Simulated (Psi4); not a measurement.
Psi4 input (wB97X-D/6-311+G**):

```
memory 1500 MB

molecule {
-1 1
F    -1.67201800   -0.79130000   -0.37647800
Si   -0.63052600    0.24749500    0.38361400
Si    1.58904400    0.11623600   -0.36668700
H    -1.25343900    1.59462700    0.11315800
H    -1.00506300    0.00717700    1.82621700
H     1.89256700    1.33968600    0.51545000
H     1.99485400   -0.91202900    0.69649900
symmetry c1
no_reorient
no_com
}

set {
  basis 6-311+G**
  reference rks
  scf_type pk
  dft_radial_points 99
  dft_spherical_points 590
  e_convergence 1e-8
  d_convergence 1e-7
  maxiter 150
}

e = energy('wb97x-d')
print_out(f'\nFINAL {e:.10f} DIPOLE {variable("CURRENT DIPOLE")[0]:.6f} {variable("CURRENT DIPOLE")[1]:.6f} {variable("CURRENT DIPOLE")[2]:.6f}\n')
```

From the output:

```
    One-Electron Energy =               -1233.0463208845121699
    Two-Electron Energy =                 449.8569095901793276
    DFT Exchange-Correlation Energy =     -38.7905070918852530
    Empirical Dispersion Energy =          -0.0019509393477885
    VV10 Nonlocal Energy =                  0.0000000000000000
    Total Energy =                       -681.3131578695376902

Computation Completed

Properties will be evaluated at   0.000000,   0.000000,   0.000000 [a0]

Properties computed using the SCF density matrix

 Multipole Moments:

 ------------------------------------------------------------------------------------
     Multipole            Electronic (a.u.)      Nuclear  (a.u.)        Total (a.u.)
 ------------------------------------------------------------------------------------

 L = 1.  Multiply by 2.5417464519 to convert [e a0] to [Debye]
 Dipole X            :         -1.1935426            0.0000170           -1.1935256
 Dipole Y            :          0.0138893           -0.0000094            0.0138799
 Dipole Z            :          0.5251162            0.0000000            0.5251162
 Magnitude           :                                                    1.3040104

 ------------------------------------------------------------------------------------

FINAL -681.3131578695 DIPOLE -1.193526 0.013880 0.525116

*** Psi4 exiting successfully. Buy a developer a beer!
```

The dipole moment of an ion depends on the origin.

The geometry given is a B3LYP-D3(BJ)/def2-TZVP minimum.
